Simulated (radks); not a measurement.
Results of a calculation; reference values are marked as such.
The promethium ion Pm41+, 20 electrons, occupied as [Ar] 3d2 (the NIST ground configuration). Level of theory: non-relativistic Kohn-Sham, TPSS, spin-polarised, spherical densities, point nucleus; open shells are filled with parallel spins first (spin-orbit coupling, left out, can overturn this in heavy ions); meta-GGA in the generalised Kohn-Sham scheme; relativity is left out, which matters for an element this heavy (a radial shooting solver on a logarithmic mesh with Libxc functionals).

Normalised radial functions P(r) = r R(r), r in bohr:

r	3d up
0.002709	0.0002
0.003055	0.0003
0.003444	0.0004
0.003883	0.0005
0.004378	0.0008
0.004936	0.0011
0.005521	0.0015
0.006225	0.0021
0.007019	0.0030
0.007914	0.0042
0.008923	0.0059
0.01006	0.0083
0.01134	0.0116
0.01279	0.0162
0.01442	0.0224
0.01626	0.0310
0.01833	0.0427
0.0205	0.0573
0.02312	0.0780
0.02607	0.1056
0.02939	0.1420
0.03314	0.1894
0.03736	0.2506
0.04212	0.3283
0.0475	0.4255
0.05355	0.5449
0.06038	0.6885
0.06753	0.8450
0.07614	1.0357
0.08585	1.2464
0.0968	1.4700
0.1091	1.6950
0.1231	1.9062
0.1387	2.0849
0.1564	2.2106
0.1764	2.2638
0.1989	2.2296
0.2242	2.1015
0.2508	1.9028
0.2828	1.6235
0.3188	1.3037
0.3595	0.9772
0.4053	0.6778
0.457	0.4314
0.5152	0.2491
0.5809	0.1288
0.655	0.0588
0.7385	0.0233
0.826	0.0085
0.9314	0.0024
1.05	0.0006
1.184	0.0001
1.335	0.0000
1.505	0.0000

3d up: eigenvalue -3038.8 eV, 0 radial nodes, <r> = 0.213 bohr, 90 % of the charge inside 0.325 bohr.
